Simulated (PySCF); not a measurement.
## A small calculation by hand: oscillator strength and radiative lifetime

C3H4F2Si, SMILES C([SiH3])(F)(F)C#C.

The structure is a stationary point at PBE0-D3(BJ)/def2-SVP. The structure was generated by enumeration, and PubChem lists no compound with its InChIKey, so it may never have been made.

TDDFT-CAM-B3LYP/def2-SVPD (PySCF) puts the first singlet state with f over 0.02 at 7.75 eV (vertical), with the transition dipole (-0.225, -0.748, 0.000) in atomic units.

Question: Find the oscillator strength, the wavelength and the radiative lifetime that this transition would have in vacuum if emission retraced absorption.

Answer: 
|μ|² = 0.6101 au, so |μ| = 1.99 D. ΔE = 7.75/27.211 = 0.2848 hartree. f = (2/3) ΔE |μ|² = 0.116 (the program prints 0.116).
λ = 1239.84/7.75 = 160 nm; ν = 62508 cm⁻¹.
Einstein's coefficient A = 0.6670 ν² f s⁻¹ (ν in cm⁻¹) = 3.0e8 s⁻¹, so τ = 1/A = 3.3 ns. This state is S4; the lower singlets have f = 0.001, 0.012, 0.002. The figure is the radiative limit of this one transition; relaxation, internal conversion, crossing to triplets and a medium change what is measured.
